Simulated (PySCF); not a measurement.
C3H4BFO2, SMILES FB1C=COCO1. Atoms are numbered in the order given.

```xyz
11

F      0.2456     2.2829    -0.4508
B      0.1449     1.0033    -0.1184
C      1.3342     0.0629     0.1282
C      1.0258    -1.2470     0.0271
O     -0.2346    -1.7049    -0.0238
C     -1.2017    -0.8058     0.4650
O     -1.1110     0.4627    -0.0946
H      2.3843     0.3554     0.1573
H      1.7507    -2.0631    -0.0650
H     -2.1783    -1.2399     0.2168
H     -1.0772    -0.7382     1.5648
```
Charge 0, spin multiplicity 1.

Geometry optimised at PBE0-D3(BJ)/def2-SVP. The structure was generated by enumeration, and PubChem lists no compound with its InChIKey, so it may never have been made. The values are those of a single conformer.

Two levels are set side by side: PBE/pcSseg-1 (PySCF) and HF/pcSseg-1 (PySCF). GIAO shifts against BF3 (¹¹B), CFCl3 (¹⁹F), H2O (¹⁷O), TMS (¹H), TMS (¹³C) at the same level; non-relativistic, no solvent, atoms listed together averaged. Differences are taken from unrounded values.

```csv
quantity,HF
δ(¹⁹F) of F1 (ppm),-84.0
δ(¹¹B) of B2 (ppm),15.9
δ(¹³C) of C3 (ppm),98.3
δ(¹³C) of C4 (ppm),181.2
δ(¹⁷O) of O5 (ppm),132.6
δ(¹³C) of C6 (ppm),82.2
δ(¹⁷O) of O7 (ppm),113.2
δ(¹H) of H8 (ppm),5.09
δ(¹H) of H9 (ppm),7.76
```

Question: What does PBE give, and how far is it from HF? (Estimate from the structure and the level; the computed values follow.)

Answer: 
```json
[
 {"quantity": "δ(¹⁹F) of F1 (ppm)", "PBE": "-130.3", "PBE minus HF": "-46.3"},
 {"quantity": "δ(¹¹B) of B2 (ppm)", "PBE": "12.7", "PBE minus HF": "-3.1"},
 {"quantity": "δ(¹³C) of C3 (ppm)", "PBE": "100.2", "PBE minus HF": "2.0"},
 {"quantity": "δ(¹³C) of C4 (ppm)", "PBE": "172.9", "PBE minus HF": "-8.3"},
 {"quantity": "δ(¹⁷O) of O5 (ppm)", "PBE": "191.8", "PBE minus HF": "59.2"},
 {"quantity": "δ(¹³C) of C6 (ppm)", "PBE": "95.4", "PBE minus HF": "13.2"},
 {"quantity": "δ(¹⁷O) of O7 (ppm)", "PBE": "163.2", "PBE minus HF": "49.9"},
 {"quantity": "δ(¹H) of H8 (ppm)", "PBE": "5.07", "PBE minus HF": "-0.02"},
 {"quantity": "δ(¹H) of H9 (ppm)", "PBE": "7.58", "PBE minus HF": "-0.18"}
]
```

Rough cost on one machine, each run with all the roots and properties that it gave: HF against PBE within a factor of 2.
